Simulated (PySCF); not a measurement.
H2InO2, multiplicity 2. Atoms are numbered in the order given.

```xyz
5

In     0.3073     0.0028     0.0000
O     -0.7303     1.7426     0.0000
H     -1.6777     1.5492     0.0000
O     -0.8902    -1.6431     0.0000
H     -0.4172    -2.4835     0.0000
```
Charge 0, spin multiplicity 2.

Geometry optimised at B3LYP-D3(BJ)/def2-TZVP. The def2 effective core potentials stand for the cores of In; spin–orbit coupling is left out. Other conformers were not sampled.

All values below come from CAM-B3LYP/def2-TZVPD (PySCF).

Mulliken values depend strongly on the basis, most of all with diffuse functions as here. ESP charges are fitted to the potential on shells at 1.4 to 2.0 van der Waals radii. Atomic charges (e):

```tsv
atom	Mulliken	ESP fit	Mulliken spin
In1	0.80	0.61	0.73
O2	-0.69	-0.71	0.10
H3	0.29	0.40	0.00
O4	-0.68	-0.61	0.18
H5	0.27	0.30	-0.01
```
